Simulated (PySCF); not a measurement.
`CC1=C[C@@H](F)CCS1`, C6H9FS

Cartesian coordinates in Å; atom numbers follow the order of the lines, from 1:
```xyz
17

C     2.595    0.240    0.418
C     1.120    0.083    0.232
C     0.455    0.607   -0.796
C    -1.021    0.552   -1.032
F    -1.289   -0.320   -2.092
C    -1.832    0.098    0.177
C    -1.253   -1.176    0.760
S     0.363   -0.841    1.526
H     3.024    0.838   -0.381
H     2.797    0.719    1.375
H     3.075   -0.737    0.432
H     1.016    1.116   -1.567
H    -1.378    1.531   -1.381
H    -1.826    0.892    0.926
H    -2.862   -0.079   -0.140
H    -1.110   -1.929   -0.017
H    -1.881   -1.582    1.551
```

Method: GIAO LDA/pcSseg-0 magnetisability, rotational g tensor and spin-rotation constants, non-relativistic, gas phase in PySCF 2.14.0. Geometry: GFN2-xTB.

Task: How diamagnetic is it, and how anisotropic?

Result: Isotropic -1428 × 10⁻³⁰ J/T², or -86.0 × 10⁻⁶ cm³/mol; principal values -1541, -1430, -1311 × 10⁻³⁰ J/T², anisotropy 199 × 10⁻³⁰ J/T² (root of half the summed squared differences of the principal values). The susceptibility is in cgs units.

Task: Split it along the inertial axes a, b, c into diamagnetic and paramagnetic parts about the centre of mass, with the quadrupole moment.

Result: 
| axis | χ (10⁻⁶ cm³/mol) | diamagnetic (10⁻⁶ cm³/mol) | paramagnetic (10⁻⁶ cm³/mol) | summed x² of all electrons (Å²) | quadrupole Θ (D Å) |
| --- | --- | --- | --- | --- | --- |
| a | -86.1 | -588.3 | 502.1 | 179.9 | -3.06 |
| b | -80.0 | -890.8 | 810.9 | 108.6 | +5.22 |
| c | -91.8 | -1224.1 | 1132.3 | 30.1 | -2.15 |

Anisotropies 2χaa − χbb − χcc = -0.5 and 2χbb − χaa − χcc = +18.0 × 10⁻⁶ cm³/mol. Θ is traceless in Buckingham's convention.

Task: And the rotational g tensor?

Result: 
| axis | rotational constant (GHz) | g | nuclear part | electronic part |
| --- | --- | --- | --- | --- |
| a | 2.5644 | -0.0128 | 0.5922 | -0.6049 |
| b | 1.5021 | -0.0153 | 0.5569 | -0.5722 |
| c | 1.0595 | -0.0027 | 0.5609 | -0.5636 |

Asymmetric top; isotopes 12C, 19F, 1H, 32S; no vibrational averaging.
